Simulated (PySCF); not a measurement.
**Computed vibrations of [Gd(O2)2]−**

[Gd(O2)2]− (singlet in the valence; each metal's 4f electrons, 7 of them, lie in its core potential, out of spins and levels). PySCF 2.14.0, RKS PBE0, Gd lcecp-1-SVP with ECP53, O def2-SVP; non-relativistic Hamiltonian with scalar-relativistic core potentials where named; density fitting; no spin-orbit coupling. Central differences of gradients.

```xyz
5

Gd    0.0000    0.0000    0.0000
O     0.5255    0.5255    2.0138
O    -0.5255   -0.5255    2.0138
O     0.5255   -0.5255   -2.0138
O    -0.5255    0.5255   -2.0138
```

Run from Python with OMP_NUM_THREADS=2. Where DIIS fails, smearing, a level shift and second-order steps follow.
It took 14 s on 2 threads of Arm Neoverse V2 (shared host).

Question: What are the harmonic wavenumbers and infrared intensities?

Answer: Modes are labelled in D2d; negative numbers are unstable modes, those under 60 cm⁻¹ near the noise; a finer grid moves soft modes by up to 10 cm⁻¹.
```
cm⁻¹  km/mol  symmetry
  39    68.4         e
  39    68.4         e
 117     0.0        b1
 484     0.0        a1
 505   235.4        b2
 519    21.8         e
 519    21.8         e
 843   117.1        b2
 849     0.0        a1
```

Question: Is this a minimum?

Answer: Yes, within the noise of the softest modes. Ideal gas at 298.15 K and 1 bar: S = 362.1 J/(mol K), Cp = 83.4 J/(mol K), H − H(0 K) = 18.9 kJ/mol (rigid rotor, harmonic modes, spin degeneracy alone, that of the 4f electrons in the core included; the modes under 60 cm⁻¹ make these uncertain).

An lcecp potential fixes the number of 4f electrons, so in runs with it no electron can move into or out of that shell.
